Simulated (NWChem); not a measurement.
Species: PbS, singlet; SMILES [S]=[Pb]

All runs: NWChem. Medium grid unless said otherwise, to which SCAN and Minnesota functionals are sensitive. Low-valent species are run as closed-shell singlets; no triplet was tried in these runs. Structure relaxed at the PBE0-D3(BJ)/def2-TZVP level. def2 effective core potentials on Pb; no spin-orbit coupling. B3LYP is NWChem's, with the RPA form of VWN correlation. Total energies of different functionals are on different scales.

```
level               energy (Ha)  highest occupied level (eV)  orbital gap (eV)  dipole (D)
------------------  -----------  ---------------------------  ----------------  ----------
B3LYP/def2-SVP        -591.0605                        -6.72              4.25        3.49
PBE/def2-SVP          -590.8396                        -5.98              3.07        3.33
M05-2X/def2-SVP       -590.8658                        -7.93              6.55        3.91
MN15-L/def2-SVP       -590.3193                        -6.24              3.39        3.89
BLYP/def2-SVP         -590.9570                        -5.79              2.98        3.09
CAM-B3LYP/def2-SVP    -590.9454                   (withheld)        (withheld)  (withheld)
MPW1K/def2-SVP        -591.0346                        -7.67              5.82        4.14
```

Problem. Fill in the missing entries.

Solution. 
- CAM-B3LYP/def2-SVP, highest occupied level (eV): -8.07
- CAM-B3LYP/def2-SVP, orbital gap (eV): 6.71
- CAM-B3LYP/def2-SVP, dipole (D): 3.75
